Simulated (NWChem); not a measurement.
A series in which one site is exchanged, each optimised at B3LYP/6-31G* with NWChem, gas phase unless a solvent is named. Pople sets run with spherical d functions. Shieldings are non-relativistic GIAO values without spin-orbit effects.

A: [NH2][AlH2] (AlNH4; site = Al)
B: BN (BNH4; site = B)
C: [NH2][GaH2] (GaNH4; site = Ga)

Values for A:

```
Property                                       Value
---------------------------------------------  -----
dipole (D), B3LYP/6-31G*                        1.46
static polarisability, PBE/def2-SVPD (bohr³)    41.9
15N shift against ammonia, KT2/pcSseg-1 (ppm)   68.4
15N shift against ammonia, B3LYP/6-31G* (ppm)   57.2
```

Problem. How do these values change for the other members?

Solution. 
```csv
change from A,B,C
"dipole (D), B3LYP/6-31G*",+0.67,-0.26
"static polarisability, PBE/def2-SVPD (bohr³)",-14.8,+1.4
"15N shift against ammonia, KT2/pcSseg-1 (ppm)",+55.4,+23.1
"15N shift against ammonia, B3LYP/6-31G* (ppm)",+41.4,+25.8
```
